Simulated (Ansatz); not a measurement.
# Ligand exchange: CH2BrI + GaHBr2 → CH3I + GaBr3

Species: CH2BrI (bromoiodomethane) `BrCI`, singlet; GaHBr2 `[Br][GaH][Br]`, singlet; CH3I (methyl iodide) `CI`, singlet; GaBr3 (gallium tribromide) `[Br][Ga]([Br])[Br]`, singlet. The partners trade Br for H: C–Br and Ga–H bonds give way to C–H and Ga–Br.

Shapes, held fixed at every level: PBE0-D4/def2-TZVP. Programs: Ansatz 0.2.0. The zero-point and thermal change to 298 K, harmonic and unscaled (PBE0-D4/def2-TZVP), is +9.7 kJ/mol.

```tsv
level	kind	ΔH(298 K) (kJ/mol)	less CCSD(T)/def2-TZVPP
HF/def2-TZVPP	Hartree–Fock	-200.9	-19.1
PBE-D4/def2-TZVPP	GGA	-170.9	+10.9
wB97M-V/def2-TZVPP	range-separated hybrid	-179.3	+2.5
CCSD(T)/def2-SVP	coupled cluster or CI	-193.2	-11.4
CCSD/def2-SVP	coupled cluster or CI	-195.3	-13.5
CCSD/def2-TZVPP	coupled cluster or CI	-184.4	-2.6
CCSD(T)/def2-TZVPP	coupled cluster or CI	-181.8	0.0
```

The highest level, CCSD(T)/def2-TZVPP, gives ΔH(298 K) = -181.8 kJ/mol; the levels span -200.9 to -170.9. The column of differences is taken from that level and isn't an error. No measured value is set beside it here. For atoms past krypton def2 sets carry core potentials with scalar relativity. Relativity is left out for Br, Ga. Outer-core shells of Br, Ga, I are correlated, in sets that cover them unevenly.
